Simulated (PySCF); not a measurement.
## Shapes and spin states of La₂Cl⁺

Computed with PBE/[Cl def2-SVP, La def2-SVP with ECP46], scalar-relativistic core potentials, density fitting, no spin–orbit coupling, PySCF.

Relaxations began from a few typed shapes and spin states; open shells are unrestricted. The search is not exhaustive: other isomers or separated fragments can lie lower, and high-lying points may rest on an excited occupation.

| spin | group | bonds | angles | imaginary modes (cm⁻¹) | ΔE (kJ/mol) | ΔE with ZPE (kJ/mol) |
| --- | --- | --- | --- | --- | --- | --- |
| quintet | C2v | Cl–La 2.767 Å (×2), La–La 3.090 Å | Cl–La–La 56.1° (×2), La–Cl–La 67.9° | none | 0.0 | 0.0 |
| triplet (⟨S²⟩ 2.51) | C2v | Cl–La 2.771 Å (×2), La–La 3.200 Å | Cl–La–La 54.7° (×2), La–Cl–La 70.5° | none | 16.2 | 16.0 |
| triplet (⟨S²⟩ 2.51) | C2v | Cl–La 2.772 Å (×2), La–La 3.199 Å | Cl–La–La 54.8° (×2), La–Cl–La 70.5° | none | 16.3 | 16.1 |
| broken-symmetry Ms = 0 (⟨S²⟩ 1.42) | C2v | Cl–La 2.768 Å (×2), La–La 3.240 Å | Cl–La–La 54.2° (×2), La–Cl–La 71.7° | none | 25.9 | 25.7 |
| quintet | D∞h | Cl–La 2.776 Å (×2) | La–Cl–La 180.0° | 17i, 17i | 147.3 | – |

The lowest minimum found is the quintet C2v: Cl–La 2.767 Å (×2), La–La 3.090 Å; Cl–La–La 56.1° (×2), La–Cl–La 67.9°.

For the lowest minimum: open d and f shells are described by one determinant, and the ground state may have another occupation or spin. Spin–orbit coupling, left out here, can matter for elements this heavy.

The electron or spin density has lower symmetry than the nuclear frame for the quintet D∞h at 147.3 kJ/mol.
